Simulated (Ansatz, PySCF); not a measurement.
Atomisation energy: 6 cases among radicals of silicon compounds with O, N or halogens, in kcal/mol, species as SMILES. Terms: atomisation electronic, to ground-state atoms; no dispersion term unless named; UHF or UKS for open shells; frozen cores in correlated levels; 6-31G* and kin with 6d, 5d where marked; no spin-orbit coupling; non-relativistic. CBS marks a two-point X^-3 extrapolation of the correlation energy; Hartree-Fock from the larger set. First-principles rows: single points at B3LYP-D3(BJ) geometries (Ansatz, a first-principles code).

Coupled cluster (Ansatz) is a level with limits of its own, used here on species with T1 under 0.025 (0.045 for open shells) and stable references: (a) CCSD(T)/CBS(aug-cc-pV(T+d)Z,aug-cc-pV(Q+d)Z); (b) CCSD(T)/CBS(cc-pV(T+d)Z,cc-pV(Q+d)Z).

| species | atoms | coupled cluster | difference of BP86/def2-SVP (PySCF) | difference of B3LYP/STO-3G (Ansatz) | difference of B3PW91/6-31G* (5d) (PySCF) | difference of B3LYP/def2-TZVPD (Ansatz) | difference of B3LYP-D3(BJ)/def2-TZVPD (Ansatz + dftd3) |
|---|---|---|---|---|---|---|---|
| N[Si](F)F | 6 | 547.3 (a) | -2.9 | -36.1 | -27.4 | -8.8 | -4.9 |
| [SiH3]O[SiH]Cl | 8 | 622.8 (a) | -11.5 | 109.9 | -32.4 | -14.6 | -6.1 |
| [CH2]N[SiH3] | 9 | 703.6 (a) | 16.7 | 145.1 | -12.8 | 0.3 | 6.5 |
| [NH][SiH2][SiH2]N | 11 | 805.4 (b) | 10.8 | 163.1 | -28.0 | -1.9 | 8.0 |
| N[Si](C)C | 12 | 1031.1 (b) | 20.8 | 194.9 | -14.2 | -4.7 | 5.2 |
| C[Si]([CH2])(N)C | 15 | 1325.9 (b) | 23.2 | 247.3 | -17.6 | -9.0 | 4.3 |

| level | cases | mean signed difference | mean absolute difference | median absolute difference | largest absolute difference |
|---|---|---|---|---|---|
| BP86/def2-SVP (PySCF) | 6 | 9.52 | 14.32 | 14.10 | 23.2 |
| B3LYP/STO-3G (Ansatz) | 6 | 137.37 | 149.40 | 154.10 | 247.3 |
| B3PW91/6-31G* (5d) (PySCF) | 6 | -22.07 | 22.07 | 22.50 | 32.4 |
| B3LYP/def2-TZVPD (Ansatz) | 6 | -6.45 | 6.55 | 6.75 | 14.6 |
| B3LYP-D3(BJ)/def2-TZVPD (Ansatz + dftd3) | 6 | 2.17 | 5.83 | 5.65 | 8.0 |

BP86/def2-SVP lies above in 4 of 6 cases and within 2 kcal/mol in 0; mean signed difference 9.52 kcal/mol, mean absolute 14.32 kcal/mol (10.37 over the 3 cases of up to 9 atoms, 18.27 over the larger). These figures hold for the species listed.

How the rows were picked: cases drawn at random among the computed members of the class with clean coupled-cluster diagnostics. The batch they came from held 63 cases of this property in the class: 0 with a tabulated value, 60 with clean coupled cluster alone, 3 with neither, which enter no statistics. The levels are drawn from those run on every case listed, the commonest habits more often. No case is left out for the size of its miss. Left out are saddle points of the reference geometry, anions that the best level run finds unbound, excited spin states, species near biochemistry, 298 K rows of species without real B3LYP wavenumbers, cases with under five habitual levels, runs that failed or that the program found above a lower state of the same kind, table entries that another table contradicts, and a share of species set aside by lot.
